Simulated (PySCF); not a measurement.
Labels have come off several samples. The candidates:

A. `InChI=1S/C5H14OSi/c1-5-6-7(2,3)4/h5H2,1-4H3`
B. SMILES CO[C@@H]1CC[C@@H]2O[C@@H]21
C. `CC/C=C(\C)C(=O)O`
D. `C(O/C(=C\C)C)(C)=O`

Spectrum 1. ¹H NMR (500 MHz, computed): δ 7.40 (t, 1H), 5.91 (br s, 1H), 2.32 (m, 2H), 2.07 (s, 3H), 1.10 (t, 3H). ¹³C{¹H} NMR (computed): δ 171.8 (C), 156.8 (CH), 131.3 (C), 28.2 (CH2), 14.9 (CH3), 11.9 (CH3).

Spectrum 2. ¹H NMR (500 MHz, computed): δ 5.29 (q, 1H), 2.17 (s, 3H), 2.08 (s, 3H), 1.75 (d, 3H). ¹³C{¹H} NMR (computed): δ 174.7 (C), 156.7 (C), 120.1 (CH), 23.7 (CH3), 21.8 (CH3), 14.2 (CH3).

Spectrum 3. ¹H NMR (500 MHz, computed): δ 3.66 (s, 3H), 3.60 (m, 1H), 3.18 (m, 1H), 3.03 (m, 1H), 2.00 (m, 1H), 1.74 (m, 1H), 1.72 (m, 1H), 1.38 (m, 1H). ¹³C{¹H} NMR (computed): δ 87.3 (CH), 59.7 (CH3), 53.1 (CH), 51.1 (CH), 28.7 (CH2), 28.6 (CH2).

Spectrum 4. ¹H NMR (500 MHz, computed): δ 3.83 (q, 2H), 1.29 (t, 3H), 0.04 (s, 9H). ¹³C{¹H} NMR (computed): δ 61.3 (CH2), 20.8 (CH3), -0.2 (CH3).

- coordinates at the GFN2-xTB level
- GIAO PBE0/pcSseg-1 shieldings
- run in PySCF 2.14.0 with density-fitted response routines
- no solvent, one conformer, fast rotation and ring inversion assumed for equivalent nuclei, non-relativistic

Scale: ¹H and ¹³C vs TMS (reference shieldings calculated alike). Where no couplings were computed, multiplicities follow the n + 1 count of equivalent neighbours, and m marks all less simple cases (inequivalent or close neighbours, rings, F or P nearby). Acid and N–H amide carbonyl carbons lie up to 10 ppm further downfield in solution (hydrogen bonding). Shifts are as computed. Against solution values, carbons near 30 ppm lie about +3 ppm off and those near 130 ppm about +5 ppm (rms about the fit 2.1 ppm; single classes can miss by 10 ppm). Of 1328 compounds with measured shifts, 309 miss one by over three times the rms of a fit or turn the order of signals round; such compounds aren't used in these exercises. Signals without a measured value on file couldn't be tested in this way; 1H shifts scatter by 0.2 ppm about their fit, and single ones miss by 0.5 ppm. OH and NH positions are gas-phase values without hydrogen bonding to other molecules.

Question: Match each spectrum to its structure.

Answer: 1–C, 2–D, 3–B, 4–A.

- Spectrum 1 (C): 6 ¹³C signals; δC 171.8 is a carboxylic acid carbon; δC 156.8 is a β carbon of a C=C–C=O unit.
- Spectrum 2 (D): 6 ¹³C signals; δC 174.7 is an ester carbonyl carbon; δC 156.7 is an alkene carbon bearing oxygen.
- Spectrum 3 (B): 6 ¹³C signals; δC 87.3 is an sp3 CH bonded to O; δC 59.7 is a methyl carbon bonded to O.
- Spectrum 4 (A): 3 ¹³C signals; δC 61.3 is an sp3 CH2 bonded to O; δC 20.8 is a methyl carbon.
